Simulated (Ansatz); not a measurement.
CH5FO2Si, SMILES `C[Si](O)(O)F`, 10 atoms. Charge 0, multiplicity 1. Hardware: A = 2 threads of an AMD EPYC 7R13 on a shared host; B = 2 threads of an AMD EPYC 7R13 on a shared host and a share of an NVIDIA H100 80 GB. Correlated methods freeze the cores. Open-shell runs search over several starts.

Problem. How many basis functions does each run have, and how long does it take in Ansatz? UKS r2SCAN-D4/def2-TZVPP energy of the cation [A]; RKS ωB97M-V/def2-QZVPP energy [B]; UKS ωB97X-V/def2-TZVPP energy of the cation [A]; UHF-CCSD(T)/def2-TZVPP energy of the cation [B]; RHF-CCSD(T)/cc-pV(Q+d)Z energy [B]; RHF-CCSD(T)/def2-SVP energy [A]; UHF-MP2/def2-QZVPP energy of the cation [B]; RKS PBE0-D4/def2-TZVP frequencies [B]; UKS PBE0-D4/def2-TZVPP energy of the cation [A]; direct RPA on PBE orbitals/def2-TZVPP energy [A]; RKS r2SCAN-D4/def2-TZVPP energy and forces [A]; RKS B2PLYP (frozen core)/def2-TZVPP energy [A]. (Best estimate.)

Solution. The calculation gave: Other jobs shared the machine, so times are rough.

```json
{"level": "direct RPA on PBE orbitals/def2-TZVPP", "job": "energy [A]", "functions": "236", "wall time": "7 s", "peak host memory (GiB)": "0.56"}
{"level": "RKS r2SCAN-D4/def2-TZVPP", "job": "energy and forces [A]", "functions": "236", "wall time": "7.5 s", "peak host memory (GiB)": "0.36"}
{"level": "RKS ωB97M-V/def2-QZVPP", "job": "energy [B]", "functions": "448", "wall time": "8 s", "peak host memory (GiB)": "1"}
{"level": "RHF-CCSD(T)/def2-SVP", "job": "energy [A]", "functions": "99", "wall time": "9.5 s", "peak host memory (GiB)": "0.47"}
{"level": "RKS B2PLYP (frozen core)/def2-TZVPP", "job": "energy [A]", "functions": "236", "wall time": "9.5 s", "peak host memory (GiB)": "0.62"}
{"level": "UKS PBE0-D4/def2-TZVPP", "job": "energy of the cation [A]", "functions": "236", "wall time": "17 s", "peak host memory (GiB)": "0.78"}
{"level": "RHF-CCSD(T)/cc-pV(Q+d)Z", "job": "energy [B]", "functions": "434", "wall time": "24 s", "peak host memory (GiB)": "2.1"}
{"level": "UKS r2SCAN-D4/def2-TZVPP", "job": "energy of the cation [A]", "functions": "236", "wall time": "29 s", "peak host memory (GiB)": "0.56"}
{"level": "UHF-MP2/def2-QZVPP", "job": "energy of the cation [B]", "functions": "448", "wall time": "29 s", "peak host memory (GiB)": "1"}
{"level": "UHF-CCSD(T)/def2-TZVPP", "job": "energy of the cation [B]", "functions": "236", "wall time": "31 s", "peak host memory (GiB)": "0.86"}
{"level": "UKS ωB97X-V/def2-TZVPP", "job": "energy of the cation [A]", "functions": "236", "wall time": "61 s", "peak host memory (GiB)": "1.3"}
{"level": "RKS PBE0-D4/def2-TZVP", "job": "frequencies [B]", "functions": "191", "wall time": "110 s", "peak host memory (GiB)": "0.87"}
```
